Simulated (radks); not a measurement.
Spherical quantum dot in the effective-mass picture: electrons in a parabolic well V = omega^2 r^2 / 2 with omega = 0.176, all in effective atomic units (hartree* = m*/eps^2 hartree, bohr* = eps/m* bohr), one dielectric constant everywhere. Calculated with a radial shooting solver with Libxc functionals: non-relativistic Kohn-Sham, PBE, spin-polarised, spherical densities. Levels are named by radial order and angular momentum (1s, 1p, 1d, 2s, ...), and open shells are averaged over m.

N = 2, configuration 1s2. This is the lowest configuration that the search found. Occupied and some empty levels:

level  occupation  eigenvalue (hartree*)  <r> (bohr*)
1s              2                0.64640        3.106
1p              0                0.78013        3.910
1d              0                0.92916        4.567
2s              0                0.95681        4.224

Energy (hartree*): total 0.808268, kinetic 0.20397, external 0.34587, Hartree 0.57784, exchange-correlation -0.31941.

Electron density:

r (bohr*)  n(r) (e/bohr*^3)
0.302               0.01435
0.637               0.01395
0.973               0.01328
1.31                0.01236
1.65                0.01122
1.98               0.009915
2.32               0.008500
2.65               0.007049
2.99               0.005637
3.32               0.004336
3.66               0.003193
4.00               0.002249
4.33               0.001515
4.67              0.0009794
5.00              0.0006088
5.34              0.0003642
5.67              0.0002099
6.01              0.0001159
6.35             0.00006139
6.68             0.00003115
